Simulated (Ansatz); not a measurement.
`[CH3][AlH][BH]S` + `C[SeH]` → `[CH3][AlH][Se]C` + `BS`  (cleavage of the Al–B bond)

Calculated with Ansatz (gas phase, PBE0-D4/def2-TZVP geometries, no zero-point term in ΔE). CBS: MP2 limit from def2 TZ/QZ plus the TZ coupled-cluster correction, frozen cores. This one scheme is used for every species. DFT in def2-TZVPP. B3LYP here is the variant with VWN-RPA as its local correlation; programs differ in this. HSE06 is defined as in plane-wave codes. For Se outer-core shells are correlated without core-valence functions, which leaves a few kJ/mol of doubt a bond. Scalar relativity is left out up to krypton. One conformer a species, not always the lowest.

| level | ΔE (kcal/mol) |
| --- | --- |
| B3LYP-D4 | -35.1 |
| HSE06-D4 | -34.3 |
| BHLYP-D4 | -36.5 |
| ωB97X-V | -34.6 |
| BHLYP | -35.6 |
| CAM-B3LYP | -34.5 |
| MP2/def2-QZVPP | -38.0 |
| MP2/CBS(def2) | -38.4 |

**Question.** What does CCSD(T)/CBS give? (Estimate.)

**Answer.** Computed: -35.8 kcal/mol. The listed levels differ from it by 0.7, 1.5, -0.7, 1.2, 0.2, 1.3, -2.2, -2.6 kcal/mol.

Largest T1 diagnostic among the species: 0.015.

From PBE to PBE0 (25 % exact exchange), in def2-TZVPP and without D4, ΔE moves by −1.1 kcal/mol. The D4 term adds −0.9 kcal/mol with B3LYP and −0.5 kcal/mol with PBE0; it sums over pairs of atoms, weighted by their polarisabilities, and B3LYP, whose exchange is more repulsive, gets the larger term.
